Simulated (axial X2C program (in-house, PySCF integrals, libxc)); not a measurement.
# Levels of ZnGa by electron attachment to ZnGa⁺ (EOM-EA-CCSD)

Calculated with an in-house all-electron X2C program for linear molecules (integrals from PySCF): two-component X2C with atomic mean-field Coulomb and Gaunt terms, Gaussian nuclei, basis Ga dyall-acv3z, Zn dyall-acv3z with contracted cores.

R = 3.074 Å (1.150 times 2.673 Å, the PBE0 minimum at charge 0 for the lowest determinant).

Levels of ZnGa obtained by attaching an electron to ZnGa⁺:

| Ω | binding energy (eV) | above lowest (cm⁻¹) | attached spinor | one-particle weight |
| --- | --- | --- | --- | --- |
| 1/2 | 5.355 | 0 | 80% Ga pπ, 11% Zn pπ | 0.94 |
| 3/2 | 5.296 | 470 | 83% Ga pπ, 12% Zn pπ | 0.94 |
| 1/2 | 5.179 | 1413 | 49% Ga pσ, 28% Zn pσ, 11% Zn sσ | 0.94 |
| 1/2 | 3.023 | 18806 | 65% Zn pπ, 20% Ga dπ, 9% Ga pπ | 0.93 |
| 3/2 | 2.992 | 19059 | 65% Zn pπ, 20% Ga dπ, 9% Ga pπ | 0.93 |
| 1/2 | 2.512 | 22923 | 40% Ga sσ, 26% Zn pσ, 20% Zn sσ | 0.97 |
| 1/2 | 2.136 | 25960 | 42% Zn sσ, 29% Ga pσ, 16% Zn pσ | 0.95 |

Problem. What is the splitting of the first π pair in the table, and is it regular or inverted?

Solution. E(3/2) − E(1/2) = 470 − 0 = 470 cm⁻¹ at EOM-EA-CCSD: regular, Ω = 1/2 lower. Splittings at this level can be off by ten to twenty per cent.

This point took 20 s on 1 thread of Arm Neoverse V1, on a shared host.

Reference electrons by ω block (each with its −ω partner): 1/2: 20, 3/2: 8, 5/2: 2. 14 electrons of ZnGa⁺ correlated (inner shells frozen), 92 natural virtual spinors (a truncated set); levels can be off by some tenths of an eV. Roots sought by Ω: (1/2: 5, 3/2: 4, 5/2: 2, 7/2: 1); rows need 60 % one-particle weight and stop where some Ω has no more roots. Missing are any skipped roots, higher Ω and states of a further excitation; these come out far too high here and may in truth be low or lowest. T1 of the reference 0.018 (Lee–Taylor). The reference was not checked to be the lowest state of its species. Number of frozen shells: Ga 3 s, 2 p, 1 d; Zn 3 s, 2 p.
